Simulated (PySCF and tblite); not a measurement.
The numbers below are computed, except where a source is named.
C₄H₁₀GeS, numbered as in [GeH3:1][C@@H:2]1[CH2:3][CH2:4][CH2:5][S:6]1.

The ensemble was built from 60 distance-geometry starts (ETKDG, UFF, GFN2-xTB) and rests on GFN2-xTB geometries. Energies: B3LYP-D3(BJ)/def2-SVP (IEF-PCM, dichloromethane), with GFN2-xTB thermal terms (modes under about 100 cm⁻¹ blended into free rotors). Symmetry numbers and mirror images are counted. Conformers within 2.5 kcal/mol (GFN2-xTB free energy) were kept, 6 at most. Of two unlike H on one atom, a is the less shielded (B97-2/pcSseg-1 (IEF-PCM, dichloromethane)). Programs: PySCF with density fitting and tblite.

An NOE distance is ⟨r⁻⁶⟩^(−1/6) over all pairs of like atoms and, for the average, over conformers.

The 5-ring runs over atoms 2–3–4–5–6.

```json
{"conformer": "1", "shape": "5-ring twist (ring torsions 51, -39, 14, 14, -39°)", "weight %": "70.6"}
{"conformer": "2", "shape": "5-ring twist (ring torsions -50, 37, -13, -15, 39°)", "weight %": "29.4"}
```

Which H–H contacts under 3.5 Å would NOEs report (pairs on one atom left out) at 298.15 K?


| pair | in 1 (Å) | in 2 (Å) | average (Å) |
| --- | --- | --- | --- |
| H2 ··· H3a | 2.42 | 2.38 | 2.41 |
| H4a ··· H5b | 2.43 | 2.41 | 2.42 |
| H4b ··· H5a | 2.42 | 2.42 | 2.42 |
| H3b ··· H4a | 2.47 | 2.46 | 2.47 |
| H3a ··· H4b | 2.48 | 2.47 | 2.47 |
| H3a ··· H4a | 2.60 | 3.05 | 2.69 |
| H4a ··· H5a | 2.68 | 3.05 | 2.76 |
| H2 ··· H4b | 2.65 | 4.24 | 2.79 |
| H3b ··· H5b | 2.68 | 4.26 | 2.83 |
| H3b ··· H4b | 3.05 | 2.59 | 2.86 |
| H2 ··· H3b | 3.05 | 2.68 | 2.90 |
| H4b ··· H5b | 3.06 | 2.68 | 2.91 |
| H3a ··· H5a | 4.27 | 2.71 | 3.25 |
| H1 ··· H2 | 3.30 | 3.27 | 3.29 |
| H1 ··· H3b | 3.26 | 3.42 | 3.30 |

Longer pairs under the limit may be missing.
